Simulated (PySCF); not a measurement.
Basis and Hamiltonian dependence of the ionisation energy of Cd⁺

Cd⁺ [Kr] 4d10 5s1 (2S) → Cd²⁺ [Kr] 4d10 (1S). All values are computed (PySCF 2.14, energy differences of UHF-based or UKS calculations, no spin-orbit coupling). Values in eV.

| basis | Hamiltonian | functions | UHF | PBE | PBE0 | MP2 (valence) | CCSD(T) (valence) | CCSD(T) (valence and next inner shell) |
| --- | --- | --- | --- | --- | --- | --- | --- | --- |
| def2-SVP with the def2 core potential (28 electrons) | ECP | 31 | 15.588 | 17.438 | 17.092 | 16.298 | 16.271 | n/a |
| def2-TZVP with the def2 core potential (28 electrons) | ECP | 40 | 15.586 | 17.446 | n/a | 16.383 | 16.324 | n/a |
| aug-cc-pVDZ-PP with ECP28MDF | ECP | 54 | 15.499 | 17.304 | 16.956 | 16.597 | 16.510 | n/a |
| x2c-SVPall | spin-free X2C | 56 | 15.557 | n/a | n/a | 16.238 | n/a | n/a |
| cc-pVTZ-PP with ECP28MDF | ECP | 63 | 15.537 | n/a | 17.058 | 16.666 | n/a | n/a |
| ANO-RCC-VTZP | spin-free X2C | 68 | 15.589 | 17.388 | 17.049 | 16.810 | 16.760 | 16.860 |
| aug-cc-pwCVDZ-PP with ECP28MDF | ECP | 70 | 15.566 | 17.424 | 17.071 | 16.739 | 16.624 | 16.751 |
| x2c-TZVPPall | spin-free X2C | 79 | 15.568 | 17.319 | 16.994 | 16.677 | 16.565 | 16.650 |
| aug-cc-pVTZ-PP with ECP28MDF | ECP | 88 | 15.549 | 17.428 | 17.069 | 16.804 | 16.709 | n/a |
| def2-QZVPPD with the def2 core potential (28 electrons) | ECP | 88 | 15.585 | 17.461 | 17.103 | 16.828 | 16.724 | 16.845 |
| x2c-TZVPPall with one added diffuse shell each of s, p, d, f type | spin-free X2C | 95 | 15.568 | 17.320 | 16.994 | 16.761 | 16.657 | 16.747 |
| aug-cc-pVTZ-PP with one added diffuse shell each of s, p, d, f, g type with ECP28MDF | ECP | 113 | 15.552 | 17.431 | 17.072 | 16.819 | n/a | n/a |
| aug-cc-pwCVTZ-PP with ECP28MDF | ECP | 122 | 15.567 | 17.441 | 17.083 | 16.839 | 16.735 | n/a |
| x2c-QZVPPall with one added diffuse shell each of s, p, d, f, g type | spin-free X2C | 143 | 15.572 | 17.342 | 17.011 | 16.857 | n/a | n/a |

Frozen in the all-electron rows: valence: [Kr]; valence and next inner shell: [Ar] 3d10; with a core potential, the same shells as far as they lie outside it.

Reference for a calculation without spin-orbit coupling: 16.908 eV (measured, between term centres; NIST).
